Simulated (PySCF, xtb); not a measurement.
B(F)2(OEt) (C2H5BF2O), SMILES CCOB(F)F. One conformer was computed; it need not be the lowest.

Harmonic wavenumbers (cm⁻¹) from GFN2-xTB (xtb) at its own minimum, in rising order: 24, 119, 165, 232, 362, 434, 490, 546, 778, 836, 957, 1082, 1107, 1151, 1249, 1273, 1323, 1396, 1432, 1465, 1473, 1489, 2936, 2952, 3046, 3053, 3056.

Question: What does PBE-D3(BJ)/def2-SVP in PySCF give at its own minimum? (The exact figures need the calculation; the answer reports its results.)

Answer: 50, 103, 193, 282, 384, 459, 524, 657, 769, 799, 918, 1072, 1098, 1144, 1272, 1321, 1356, 1394, 1411, 1425, 1434, 1498, 2977, 2978, 3036, 3073, 3079. Paired by order, the mean absolute difference is 28 cm⁻¹ and the zero-point energies are 49.2 and 49.6 kcal/mol.
